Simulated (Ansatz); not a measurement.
`CC1=CC(C)=[O+][Zn-]([CH3])[O]1`, 19 atoms. Total charge 0; spin multiplicity 1. For Zn the d shell is correlated and the shells below it are frozen. Scalar relativity is left out up to krypton. Hardware: A = 4 threads of an AMD EPYC 7R13 on a shared host and a share of an NVIDIA H100 80 GB; B = 4 threads of an AMD EPYC 7R13 on a shared host. Correlated methods freeze the cores.

Problem. Give the basis size and wall time and peak host memory of each of these runs in Ansatz. RKS r2SCAN-D4/def2-TZVPP energy and forces [A]; RKS PBE0-D4/def2-SVP energy [B]; RKS ωB97M-V/def2-SVP energy [B]; RKS PBE-QIDH (frozen core with 3s3p of Cu, Zn)/def2-TZVPP energy [A]; RHF-MP2 with 3s3p of Cu, Zn/def2-QZVPP energy [A]; RHF-CCSD(T) with 3s3p of Cu, Zn/def2-TZVPP energy [A]; RKS revPBE-D4/def2-TZVPP energy [A]; RHF-CCSD(T) with 3s3p of Cu, Zn/def2-SVP energy [A]; RKS PBE0-D4/def2-QZVPP energy [A]; RKS ωB97M-V/def2-QZVPP energy [A]; RKS CAM-B3LYP-D4/def2-TZVPP energy [A]; direct RPA on PBE orbitals with 3s3p of Cu, Zn/def2-TZVPP energy [A]. (Estimate.)

Solution. Ansatz gave: Other jobs shared the machine, so times are rough.

| level | job | functions | wall time | peak host memory (GiB) |
| --- | --- | --- | --- | --- |
| RKS PBE0-D4/def2-QZVPP | energy [A] | 856 | 4 s | 1.4 |
| RKS revPBE-D4/def2-TZVPP | energy [A] | 452 | 4.3 s | 0.98 |
| RKS PBE0-D4/def2-SVP | energy [B] | 193 | 4.7 s | 1.1 |
| RKS r2SCAN-D4/def2-TZVPP | energy and forces [A] | 452 | 4.8 s | 1 |
| direct RPA on PBE orbitals with 3s3p of Cu, Zn/def2-TZVPP | energy [A] | 452 | 6 s | 2.2 |
| RHF-MP2 with 3s3p of Cu, Zn/def2-QZVPP | energy [A] | 856 | 7 s | 1.6 |
| RHF-CCSD(T) with 3s3p of Cu, Zn/def2-SVP | energy [A] | 193 | 7 s | 1.1 |
| RKS CAM-B3LYP-D4/def2-TZVPP | energy [A] | 452 | 8 s | 1.1 |
| RKS PBE-QIDH (frozen core with 3s3p of Cu, Zn)/def2-TZVPP | energy [A] | 452 | 8 s | 2.2 |
| RKS ωB97M-V/def2-QZVPP | energy [A] | 856 | 8 s | 1.6 |
| RKS ωB97M-V/def2-SVP | energy [B] | 193 | 12 s | 1.1 |
| RHF-CCSD(T) with 3s3p of Cu, Zn/def2-TZVPP | energy [A] | 452 | 51 s | 1.1 |
